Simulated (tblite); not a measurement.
Compound: C6H7GeN3.
Numbering: `[GeH3:1][n:2]1[n:3][n:4][c:5]2[cH:6][cH:7][cH:8][cH:9][c:10]12` (hydrogens: H11, H12, H13 on Ge1; H14 on C6; H15 on C7; H16 on C8; H17 on C9)

Computed with GFN2-xTB (tblite), gas phase: L-BFGS steps from a force-field or distance-geometry start until the largest atomic force falls under 0.01 eV/Å.

Step 13: E = -737.2169 eV
```
atom  x, y, z in Å  |  force x, y, z in eV/Å
Ge1     2.9901   -0.3140   -0.0308   -0.090   0.019   0.001
N2      1.3847    0.5460    0.2318    0.038  -0.027  -0.021
N3      1.3179    1.8462    0.5948   -0.020  -0.029   0.002
N4      0.1183    2.2426    0.6607   -0.008  -0.073  -0.025
C5     -0.7110    1.2071    0.3340    0.003  -0.072  -0.001
C6     -2.0986    1.0782    0.2459    0.026   0.032   0.009
C7     -2.5897   -0.1518   -0.1208   -0.043  -0.003  -0.006
C8     -1.7587   -1.2462   -0.3987    0.017   0.017  -0.004
C9     -0.3903   -1.1481   -0.3211   -0.010   0.018   0.005
C10     0.1133    0.0925    0.0506    0.085  -0.008  -0.006
H11     2.7607   -1.6870    0.5169    0.073   0.008   0.011
H12     3.2022   -0.3695   -1.5117    0.039   0.004   0.032
H13     4.0103    0.4702    0.7047   -0.039   0.040  -0.015
H14    -2.7537    1.9076    0.4560    0.040   0.034   0.012
H15    -3.6551   -0.2952   -0.2036   -0.077   0.026   0.009
H16    -2.2120   -2.1827   -0.6823   -0.018  -0.043  -0.011
H17     0.2645   -1.9838   -0.5362   -0.016   0.059   0.010
```

Step 14: E = -737.2182 eV
```
atom  x, y, z in Å  |  force x, y, z in eV/Å
Ge1     2.9927   -0.3156   -0.0315   -0.104   0.064   0.022
N2      1.3870    0.5435    0.2316    0.006  -0.014  -0.028
N3      1.3178    1.8440    0.5942    0.016  -0.015   0.020
N4      0.1180    2.2391    0.6610    0.023  -0.046  -0.029
C5     -0.7099    1.2042    0.3331    0.030  -0.074   0.005
C6     -2.0969    1.0788    0.2460   -0.019  -0.014  -0.005
C7     -2.5903   -0.1509   -0.1209   -0.036  -0.008  -0.008
C8     -1.7596   -1.2464   -0.3996   -0.033   0.007  -0.002
C9     -0.3913   -1.1485   -0.3216    0.009  -0.004  -0.004
C10     0.1163    0.0904    0.0497    0.014  -0.006  -0.006
H11     2.7606   -1.6853    0.5189    0.079  -0.015   0.014
H12     3.2020   -0.3674   -1.5114    0.048  -0.005   0.013
H13     4.0050    0.4777    0.7054   -0.029   0.027  -0.018
H14    -2.7504    1.9097    0.4568    0.048   0.024   0.010
H15    -3.6566   -0.2928   -0.2024   -0.054   0.026   0.008
H16    -2.2145   -2.1846   -0.6827    0.012   0.015   0.004
H17     0.2631   -1.9840   -0.5366   -0.011   0.038   0.004
```

Step 15: E = -737.2194 eV
```
atom  x, y, z in Å  |  force x, y, z in eV/Å
Ge1     2.9932   -0.3158   -0.0316   -0.073   0.075   0.031
N2      1.3891    0.5413    0.2309   -0.029  -0.004  -0.026
N3      1.3178    1.8418    0.5940    0.057  -0.009   0.024
N4      0.1181    2.2352    0.6607    0.027  -0.002  -0.016
C5     -0.7083    1.2005    0.3326    0.000  -0.055   0.004
C6     -2.0958    1.0788    0.2459   -0.009  -0.027  -0.006
C7     -2.5915   -0.1501   -0.1210   -0.049  -0.027  -0.013
C8     -1.7611   -1.2464   -0.4005   -0.026   0.011   0.006
C9     -0.3920   -1.1487   -0.3221   -0.031  -0.030  -0.016
C10     0.1190    0.0881    0.0488   -0.040   0.000  -0.004
H11     2.7622   -1.6841    0.5209    0.082  -0.024   0.014
H12     3.2027   -0.3658   -1.5108    0.051  -0.011   0.004
H13     3.9998    0.4847    0.7056   -0.024   0.017  -0.021
H14    -2.7466    1.9120    0.4577    0.052   0.011   0.007
H15    -3.6591   -0.2903   -0.2012   -0.019   0.024   0.006
H16    -2.2164   -2.1859   -0.6829    0.029   0.050   0.012
H17     0.2617   -1.9833   -0.5369    0.004   0.000  -0.007
```

Q: Estimate the geometry and energy of step 16. (The exact step hangs on the optimiser's Hessian estimate; all steps are aligned on step 15, rigid shifts and turns removed.)

A: E = -737.2206 eV, largest force 0.090 eV/Å
```
atom  x, y, z in Å  |  force x, y, z in eV/Å
Ge1     2.9922   -0.3147   -0.0312   -0.012   0.053   0.027
N2      1.3906    0.5390    0.2296   -0.058   0.001  -0.017
N3      1.3187    1.8391    0.5943    0.049  -0.007   0.015
N4      0.1188    2.2310    0.6601    0.026   0.031   0.003
C5     -0.7069    1.1960    0.3321   -0.001  -0.003   0.005
C6     -2.0946    1.0783    0.2457   -0.020  -0.042  -0.008
C7     -2.5936   -0.1497   -0.1214   -0.034  -0.015  -0.006
C8     -1.7628   -1.2462   -0.4012   -0.041   0.006   0.009
C9     -0.3935   -1.1494   -0.3229   -0.032  -0.035  -0.020
C10     0.1213    0.0854    0.0476   -0.090  -0.008  -0.005
H11     2.7655   -1.6834    0.5234    0.083  -0.016   0.009
H12     3.2045   -0.3642   -1.5103    0.050  -0.015   0.007
H13     3.9939    0.4926    0.7055   -0.020   0.009  -0.022
H14    -2.7414    1.9147    0.4588    0.052  -0.004   0.003
H15    -3.6623   -0.2871   -0.1999    0.004   0.017   0.002
H16    -2.2179   -2.1865   -0.6830    0.034   0.066   0.015
H17     0.2604   -1.9829   -0.5373    0.010  -0.037  -0.017
```

The energy changes by -0.0012 eV. The first-order estimate −F·Δx gives -0.0017 eV and the mean of the old and new forces, exact on a quadratic surface, -0.0012 eV. The step makes an angle of 62° with the force vector and moves no atom by more than 0.010 Å.

What follows is the cost of the whole relaxation. The run took 0.27 s on an Arm Neoverse V2 with one thread, no GPU, on a shared host.
